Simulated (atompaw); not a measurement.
Before and after: PAW (atompaw) potential for nitrogen

```
Element                 : nitrogen
Generator               : atompaw 4.2.0.5
Type                    : PAW
Functional              : PBE
Relativity              : non-relativistic
Frozen core             : [He]
Valence charge          : 5
Reference configuration : 2s2 2p3
Partial waves           : 2s (bound); 2s channel at -0.8 Ry; 2p (bound); 2p channel at 0.45 Ry
Local potential         : troulliermartins scheme with l = 2 at 0.5 Ry, radius 1.85 bohr
Core correction         : smooth core density matched at 2.45 bohr
Augmentation charge     : sinc compensation charge, radius 2.10 bohr; PAW radius 2.55 bohr; waves and projectors: bloechl
```

All-electron outer shells of the reference configuration (PBE, non-relativistic, ld1.x):

| shell | level (eV) | outermost node (bohr) | outermost maximum (bohr) |
| --- | --- | --- | --- |
| 2s | -18.56 | 0.32 | 1.02 |
| 2p | -7.10 | – | 0.98 |

Change: all radii scaled by about 0.89 (s 0.94, p 2.28 bohr); local potential troulliermartins scheme with l = 2 at 0.5 Ry, radius 1.66 bohr; augmentation sinc compensation charge, radius 1.88 bohr; PAW radius 2.28 bohr; waves and projectors: bloechl; core correction smooth core density matched at 2.18 bohr.

Cutoffs: the cutoffs (Ry, on a coarse ladder) from which the occupation-weighted sum of valence levels, in a spherical-Bessel basis at the reference potential, stays within 10 and 1 mRy of its value at 400 Ry; they do not see the model core or the augmentation charge, which bear on the density cutoff.

Task: What does the change do?

Result: The potential gets harder (25 Ry and 40 Ry → 30 Ry and 50 Ry); neither file shows a bound ghost. A smaller radius makes the pseudo-wave follow the all-electron one further in, where it bends more sharply, so more plane waves are needed.

| quantity | base | changed |
| --- | --- | --- |
| cutoff, loose | 25 Ry | 30 Ry |
| cutoff, tight | 40 Ry | 50 Ry |
| loose cutoff by channel (10 mRy a level) | s 18 Ry, p 21 Ry | s 18 Ry, p 25 Ry |
| bound ghosts | none | none |
| lowest overlap eigenvalue by channel | s 0.65, p 1.00 | s 0.60, p 1.00 |

 The cutoffs see the waves, projectors and local potential, not the compensation charge or the core.
